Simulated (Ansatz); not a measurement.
A series at Si: from `B[SiH2][SiH2][SiH2]Cl`, ligands are replaced one by one, each step taking up HCl and setting free `[SiH3]Cl`; n counts the steps. Ansatz, PBE0-D4/def2-TZVP geometries. Each molecule was computed in one conformer, which needn't be the lowest.

CBS adds triple-zeta CCSD(T) − MP2 to the MP2 limit, frozen cores; atoms without spin–orbit coupling. 

```
n                 molecule  atomization energy, CCSD(T)/CBS (kJ/mol)
0  `B[SiH2][SiH2][SiH2]Cl`                                    3902.1
1        `B[SiH2][SiH2]Cl`                                    2985.7
2              `B[SiH2]Cl`                                    2104.3
3                    `BCl`                                         ?
```

Problem. By hand: fit a straight line y = ȳ + b (n − n̄) to the 3 given rows and predict n = 3.

Solution. n̄ = 1.000, ȳ = 2997.37; Σ(n − n̄)(y − ȳ) = -1797.80, Σ(n − n̄)² = 2.000, so b = -898.90 kJ/mol a step. Prediction: 2997.37 + (-898.90) × (2.000) = 1199.6 kJ/mol.

Problem. By hand: compare with the computed value, 1247.4 kJ/mol, and give the steps along the whole series.

Solution. The line misses by 47.8 kJ/mol (computed minus predicted). Steps: -916.4, -881.4, -856.9 kJ/mol.

The steps differ by up to 59.5 kJ/mol, small against a whole step but well beyond the method's doubt, so the ligands' effects don't simply add. The miss is 1.8 % of the series' range. The energies themselves are unsure by some kJ/mol a bond, though much of that is common to the series.
